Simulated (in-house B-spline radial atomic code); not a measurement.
Configurations of the titanium ion Ti³⁺, with energies counted from [Ar] 3d1. Computed with a B-spline radial code for spherical atoms: non-relativistic LC-wPBE, spin-polarised, spherical fractional occupations, point nucleus. Shells without spins written out take the highest spin.

Caution: exact exchange at fractional occupations of open shells leaves self-interaction of up to several eV.

Occupations are held fixed; configurations that lie above the ionisation limit could autoionise.

```csv
configuration,E - E(ref) (eV),highest orbital,its <r> (bohr)
[Ar] 4s1,6.6442,4s up,2.542
[Ar] 4f1,27.787,4f up,4.69
[Ne] 3s2 3p5 3d1 4s1,49.616,4s up,2.508
"[Ne] 3s2 3p(3 up, 2 down) 3d(1 up, 0 down) 4d(0 up, 1 down)",66.111,4d down,3.762
[Ne] 3s2 3p5 3d1 4f1,71.195,4f up,4.651
```

Q: Order these further configurations by energy, lowest first.
A. [Ar] 4p1
B. [Ar] 4d(0 up, 1 down)
C. [Ne] 3s2 3p(2 up, 3 down) 3d(1 up, 0 down) 4f(1 up, 0 down)
D. [Ne] 3s2 3p(2 up, 3 down) 3d(0 up, 2 down)
E. [Ne] 3s2 3p5 3d1 4d1

A: A (14.616 eV), B (22.635 eV), D (39.534 eV), E (65.932 eV), C (72.591 eV).

Q: How far above the reference does [Ne] 3s2 3p5 3d1 4p1 lie?

A: 57.738 eV; its least bound orbital is 4p up with <r> = 2.88 bohr.
